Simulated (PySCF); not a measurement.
Gas-phase reaction: 3 BrCl + AlCl → AlBr3 + 4 Cl

Computed with PySCF and rigid-rotor harmonic-oscillator thermochemistry at 1 bar. † marks an energy on the PBE0/def2-TZVP geometry and frequencies; other levels use their own. MP2 and CCSD(T) freeze the core. 6-31G* has spherical d functions here. Open shells (unrestricted): Cl (multiplicity 2, electronic degeneracy 6); the rest are closed-shell singlets. Spin-orbit splitting is ignored; it lowers the true energy and changes the entropy of Cl. B3LYP is the form with VWN-RPA correlation. Br: all electrons, no relativistic terms. MP2 isn't extrapolated to the basis-set limit; its ΔH°(298 K) is -88.3 kJ in def2-SVP and 36.9 kJ in def2-TZVPP. CCSD(T) isn't extrapolated to the basis-set limit; its ΔH°(298 K) is -66.1 kJ in def2-SVP and 28.1 kJ in def2-TZVPP. The harmonic model lacks anharmonicity and excited electronic states, which grow with temperature; levels with a mode under 35 cm⁻¹ are left out. Soft modes under 120 cm⁻¹ make the harmonic entropy rough for AlBr3.

```json
[
 {"level": "B3LYP/6-31G*", "ΔE electronic, kJ": "39", "ΔH°(298 K), kJ": "44", "ΔS°(298 K), J/K": "72", "ΔG°(2500 K), kJ": "-190"},
 {"level": "CCSD(T)/def2-SVP†", "ΔE electronic, kJ": "-70", "ΔH°(298 K), kJ": "-66", "ΔS°(298 K), J/K": "75", "ΔG°(2500 K), kJ": "-308"},
 {"level": "CCSD(T)/def2-TZVPP†", "ΔE electronic, kJ": "24", "ΔH°(298 K), kJ": "28", "ΔS°(298 K), J/K": "75", "ΔG°(2500 K), kJ": "-213"},
 {"level": "HF/def2-TZVP†", "ΔE electronic, kJ": "-269", "ΔH°(298 K), kJ": "-265", "ΔS°(298 K), J/K": "75", "ΔG°(2500 K), kJ": "-506"},
 {"level": "M06-2X/def2-TZVP†", "ΔE electronic, kJ": "83", "ΔH°(298 K), kJ": "87", "ΔS°(298 K), J/K": "75", "ΔG°(2500 K), kJ": "-155"},
 {"level": "MP2/def2-SVP†", "ΔE electronic, kJ": "-92", "ΔH°(298 K), kJ": "-88", "ΔS°(298 K), J/K": "75", "ΔG°(2500 K), kJ": "-330"},
 {"level": "PBE/def2-SVP", "ΔE electronic, kJ": "120", "ΔH°(298 K), kJ": "125", "ΔS°(298 K), J/K": "72", "ΔG°(2500 K), kJ": "-109"},
 {"level": "PBE0/def2-SVP†", "ΔE electronic, kJ": "30", "ΔH°(298 K), kJ": "34", "ΔS°(298 K), J/K": "75", "ΔG°(2500 K), kJ": "-208"},
 {"level": "PBE0/def2-TZVP", "ΔE electronic, kJ": "85", "ΔH°(298 K), kJ": "89", "ΔS°(298 K), J/K": "75", "ΔG°(2500 K), kJ": "-153"},
 {"level": "LDA/def2-TZVP†", "ΔE electronic, kJ": "277", "ΔH°(298 K), kJ": "281", "ΔS°(298 K), J/K": "75", "ΔG°(2500 K), kJ": "39"}
]
```
ΔH° is lowest at HF/def2-TZVP† and highest at LDA/def2-TZVP†. No reference value is set beside these.
